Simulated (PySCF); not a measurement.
KMg at TPSS

Level: TPSS. basis K def2-SVPD, Mg def2-SVPD; no relativity; PySCF 2.14.

- state: ²Σ⁺ (doublet), unpaired electrons σ ↑
- bond length: 3.901 Å
- harmonic wavenumber: 90.4 cm⁻¹
- force constant: 0.0714 mdyn/Å
- rotational constant Be: 0.07461 cm⁻¹
- anharmonicity ωexe: 1.02 cm⁻¹
- vibration–rotation constant αe: 0.000947 cm⁻¹
- well depth De to K + Mg: 0.22 eV
- dissociation energy D0: 0.22 eV
- bond order (Mayer): 0.59
- dipole moment (positive dipole means K(−)Mg(+)): -2.48 D

The bond is weak. Basis-set superposition, not corrected here, can be much of De in a small basis, most of all at correlated wavefunction levels. Functionals without a dispersion term scatter widely for such bonds, and LDA overbinds them. The state was picked by a PBE0 search and need not be the measured ground state.
